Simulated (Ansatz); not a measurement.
Two isomers of C2H6ClFSi: A = `FCC([SiH3])Cl`, B = `FC([SiH3])CCl`.

Isolated molecules relaxed with PBE0-D4/def2-TZVP in Ansatz; ΔE leaves out vibrations. CCSD(T)/CBS is the MP2 limit (def2-TZVPP, def2-QZVPP) plus CCSD(T) − MP2 in def2-TZVPP, frozen cores. Functionals use def2-TZVPP. B3LYP here is the variant with VWN-RPA as its local correlation; programs differ in this. One conformer a species, not always the lowest.

A:

```xyz
11

F     1.754   -0.646    0.705
C     0.811    0.260    1.145
C    -0.111    0.666    0.028
Si   -0.799   -0.779   -0.994
Cl    0.700    1.790   -1.111
H     1.341    1.121    1.561
H     0.223   -0.224    1.934
H    -0.942    1.227    0.465
H    -1.861   -0.241   -1.878
H    -1.391   -1.774   -0.058
H     0.275   -1.400   -1.798
```

B:

Z-matrix (Å, degrees):
```
C
Si 1 1.910
C 1 1.501 2 112.5
F 1 1.392 2 108.0 3 121.4
H 1 1.096 2 109.5 3 -122.2
H 2 1.487 1 108.6 3 63.8
H 2 1.485 1 109.4 3 -55.9
H 2 1.482 1 108.7 3 -176.5
Cl 3 1.785 1 112.6 2 -173.3
H 3 1.091 1 110.1 2 -54.0
H 3 1.090 1 110.9 2 67.0
```

Q: Which isomer does CCSD(T)/CBS put lower? Give the gap. (Best estimate.)

A: The calculation gave: A, by 12.8 kJ/mol.

Q: Give E(B) − E(A) in kJ/mol with B2PLYP, PBE0-D4, CCSD/def2-TZVPP, B3LYP, ωB97M-V, HF/def2-TZVPP, B3LYP-D4. (Estimate.)

A: Computed: B2PLYP 10.9, PBE0-D4 11.1, CCSD/def2-TZVPP 13.3, B3LYP 7.9, ωB97M-V 12.1, HF/def2-TZVPP 11.8, B3LYP-D4 10.6. None reverses the order clearly.

Largest T1 diagnostic: 0.011.
